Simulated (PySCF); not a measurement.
In(Me)3(NH3), C3H12InN, singlet, GFN2-xTB optimised geometry.

```
17

In    -0.24     0.05     0.00
C     -1.35     1.99     0.00
H     -0.88     2.70    -0.68
H     -1.36     2.43     1.00
H     -2.38     1.84    -0.31
C      1.99     0.05     0.00
H      2.38     0.91    -0.55
H      2.37    -0.86    -0.46
H      2.38     0.10     1.02
C     -1.33    -1.83     0.50
H     -1.47    -1.93     1.57
H     -0.77    -2.70     0.15
H     -2.31    -1.84     0.03
N     -0.42    -0.26    -2.46
H     -0.18    -1.21    -2.71
H      0.21     0.37    -2.94
H     -1.36    -0.07    -2.77
```

Density from PySCF 2.14.0 with PBE0/def2-SVP, def2 effective core potentials past Kr at that geometry. The core electrons that the potentials of In replace are not part of the density.

Minimum of the electron density along straight lines between bonded atoms, close to the bond critical point (lines longer than 1.1 times the sum of covalent radii, or with two minima, are not listed):

| bond | length / Å | ρ at the minimum / e bohr⁻³ | ∇²ρ there / e bohr⁻⁵ | position (fraction from the first atom) |
|---|---|---|---|---|
| In1–C2 | 2.232 | 0.084 | 0.17 | 0.50 |
| C2–H3 | 1.090 | 0.268 | -0.93 | 0.62 |
| C2–H4 | 1.089 | 0.269 | -0.94 | 0.62 |
| C2–H5 | 1.090 | 0.268 | -0.93 | 0.62 |
| In1–C6 | 2.232 | 0.084 | 0.17 | 0.50 |
| C6–H7 | 1.090 | 0.269 | -0.94 | 0.62 |
| C6–H8 | 1.090 | 0.268 | -0.93 | 0.62 |
| C6–H9 | 1.089 | 0.269 | -0.94 | 0.62 |
| In1–C10 | 2.232 | 0.084 | 0.17 | 0.50 |
| C10–H11 | 1.089 | 0.269 | -0.94 | 0.62 |
| C10–H12 | 1.090 | 0.269 | -0.93 | 0.62 |
| C10–H13 | 1.090 | 0.268 | -0.93 | 0.62 |
| N14–H15 | 1.014 | 0.332 | -1.58 | 0.77 |
| N14–H16 | 1.014 | 0.332 | -1.58 | 0.77 |
| N14–H17 | 1.014 | 0.332 | -1.58 | 0.77 |
